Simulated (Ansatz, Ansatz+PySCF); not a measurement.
| atom | x (Å) | y (Å) | z (Å) |
| --- | --- | --- | --- |
| C | 0.0144 | -0.0471 | -1.2476 |
| C | 0.0238 | -0.0208 | 0.2532 |
| C | -0.0267 | 0.0120 | 1.3847 |
| H | 0.0244 | -0.9857 | -1.6470 |
| H | -0.8464 | 0.4966 | -1.6522 |
| H | 0.8609 | 0.5449 | -1.6084 |
| H | 0.0115 | -0.0485 | 2.4954 |

Basis set: def2-SVP (spherical functions). Correlated methods keep 3 orbitals frozen. Charge 0, multiplicity 1.

Computed with Ansatz (development build ahead of 0.2.0); each method stands on the lowest determinant of its kind that the runs found. Restricted open shells among the atoms or ions are ROHF, correlated in semicanonical orbitals with singles. Restricted functionals stand beside restricted open-shell atoms, which can lie above the unrestricted atoms usual in DFT and then raise those values.

**Question.** Give the atomization energy at this shape (free ground-state atoms in the same class of orbitals less the molecule, no zero-point energy) of singlet C₃H₄ by ωB97X (unrestricted), ωB97X (restricted), r²SCAN (unrestricted), r²SCAN (restricted), PBE0 (unrestricted), PBE0 (restricted), PBE (unrestricted), PBE (restricted), RHF-CCSD(T), RHF-MP2, UHF-MP2, RHF, UHF.

**Answer.**

```
               method  atomization energy
 ωB97X (unrestricted)     691.96 kcal/mol
   ωB97X (restricted)     696.96 kcal/mol
r²SCAN (unrestricted)     693.18 kcal/mol
  r²SCAN (restricted)     698.51 kcal/mol
  PBE0 (unrestricted)     698.65 kcal/mol
    PBE0 (restricted)     701.70 kcal/mol
   PBE (unrestricted)     708.98 kcal/mol
     PBE (restricted)     711.32 kcal/mol
          RHF-CCSD(T)     661.41 kcal/mol
              RHF-MP2     671.21 kcal/mol
              UHF-MP2     670.66 kcal/mol
                  RHF     529.77 kcal/mol
                  UHF     522.12 kcal/mol
```

Caution: the shape is not the minimum.
